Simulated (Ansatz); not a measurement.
Ansatz (a first-principles code) input (B3LYP-D3(BJ)/def2-TZVP):

Ansatz 0.2 input:
```yaml
crystal:
  periodic: [false, false, false]
  atoms:
    - {symbol: Ga, position_ang: [0.03908312, 0.00901922, 0.02739589]}
    - {symbol: H, position_ang: [-0.34102489, -1.49850867, -0.35503713]}
    - {symbol: H, position_ang: [-0.87055175, 1.21891281, -0.49423555]}
basis:
  gaussian:
    orbitals: def2-TZVP
hamiltonian:
  xc: b3lyp
  dispersion: d3bj
magnetization: {spin_polarized: true, initial_magnetization: 1}
phonons: {temperatures: {t_min: 298.15, t_max: 298.15, t_step: 100}}
```

Output:

```
Functional definition: B3LYP
integrals: 0.01 GiB planned
445 factors; integrals over basis functions are off by at most 1.9e-4 eV
mean field: 0.18 GiB planned
mean field evaluation 1: about -52409.4601 eV, gradient 1.6e1 eV
mean field evaluation 2: about -52409.5673 eV, gradient 2.0e1 eV
mean field evaluation 4: about -52410.3014 eV, gradient 3.2e-1 eV
mean field evaluation 8: about -52410.3037 eV, gradient 9.4e-3 eV
mean field evaluation 16: about -52410.3037 eV, gradient 7.7e-6 eV
mean field -52410.30373944 eV, -1926.0431374448 hartree, gradient 7.7e-6 eV, S^2 0.752150; 0 other end points of the search recorded, 0 dependent functions left out
the calculation of the forces begins
reference -52410.30393931 eV, -1926.0431447897 hartree; 17, 16 occupied and 43, 44 virtual orbitals, 445 factors
these checks for a lower state are left out or cut short: stability, starts, cluster_reference, orbital_swaps, neighbouring_geometries, increment
integrals: 0.01 GiB planned
445 factors; integrals over basis functions are off by at most 1.9e-4 eV
mean field: 0.18 GiB planned
mean field -52410.30370975 eV, -1926.0431363534 hartree, gradient 6.6e-7 eV, S^2 0.752159; 0 other end points of the search recorded, 0 dependent functions left out
the calculation of the forces begins
reference -52410.30390958 eV, -1926.0431436970 hartree; 17, 16 occupied and 43, 44 virtual orbitals, 445 factors
these checks for a lower state are left out or cut short: stability, starts, cluster_reference, orbital_swaps, neighbouring_geometries, increment
integrals: 0.01 GiB planned
445 factors; integrals over basis functions are off by at most 1.9e-4 eV
mean field: 0.18 GiB planned
mean field -52410.30371501 eV, -1926.0431365468 hartree, gradient 7.9e-7 eV, S^2 0.752142; 0 other end points of the search recorded, 0 dependent functions left out
the calculation of the forces begins
reference -52410.30391491 eV, -1926.0431438929 hartree; 17, 16 occupied and 43, 44 virtual orbitals, 445 factors
these checks for a lower state are left out or cut short: stability, starts, cluster_reference, orbital_swaps, neighbouring_geometries, increment
integrals: 0.01 GiB planned
445 factors; integrals over basis functions are off by at most 1.9e-4 eV
mean field: 0.18 GiB planned
mean field evaluation 32: about -52410.3037 eV, gradient 3.9e-2 eV
mean field -52410.30373568 eV, -1926.0431373064 hartree, gradient 2.1e-6 eV, S^2 0.752145; 0 other end points of the search recorded, 0 dependent functions left out
the calculation of the forces begins
reference -52410.30393558 eV, -1926.0431446525 hartree; 17, 16 occupied and 43, 44 virtual orbitals, 445 factors
these checks for a lower state are left out or cut short: stability, starts, cluster_reference, orbital_swaps, neighbouring_geometries, increment
integrals: 0.01 GiB planned
445 factors; integrals over basis functions are off by at most 1.9e-4 eV
mean field: 0.18 GiB planned
mean field -52410.30373068 eV, -1926.0431371228 hartree, gradient 2.6e-6 eV, S^2 0.752156; 0 other end points of the search recorded, 0 dependent functions left out
the calculation of the forces begins
reference -52410.30393052 eV, -1926.0431444665 hartree; 17, 16 occupied and 43, 44 virtual orbitals, 445 factors
these checks for a lower state are left out or cut short: stability, starts, cluster_reference, orbital_swaps, neighbouring_geometries, increment
integrals: 0.01 GiB planned
445 factors; integrals over basis functions are off by at most 1.9e-4 eV
mean field: 0.18 GiB planned
mean field -52410.30372312 eV, -1926.0431368449 hartree, gradient 1.8e-6 eV, S^2 0.752157; 0 other end points of the search recorded, 0 dependent functions left out
the calculation of the forces begins
reference -52410.30392299 eV, -1926.0431441900 hartree; 17, 16 occupied and 43, 44 virtual orbitals, 445 factors
these checks for a lower state are left out or cut short: stability, starts, cluster_reference, orbital_swaps, neighbouring_geometries, increment
integrals: 0.01 GiB planned
445 factors; integrals over basis functions are off by at most 1.9e-4 eV
mean field: 0.18 GiB planned
mean field -52410.30372217 eV, -1926.0431368101 hartree, gradient 5.5e-7 eV, S^2 0.752143; 0 other end points of the search recorded, 0 dependent functions left out
the calculation of the forces begins
reference -52410.30392203 eV, -1926.0431441548 hartree; 17, 16 occupied and 43, 44 virtual orbitals, 445 factors
Total energy: -52410.34384828 eV, -1926.0446114173 hartree
Atom 0 at     0.039083     0.009019     0.027396 Å, force     0.000010     0.000002     0.000007 eV/Å
Atom 1 at    -0.341025    -1.498509    -0.355037 Å, force    -0.000005    -0.000003    -0.000003 eV/Å
Atom 2 at    -0.870552     1.218913    -0.494236 Å, force    -0.000005     0.000000    -0.000004 eV/Å
Dipole moment:     0.055849     0.012888     0.039148 e Å
Vibrations: 734.81 1757.55 1831.57 cm⁻¹, zero-point energy 0.268049 eV
```
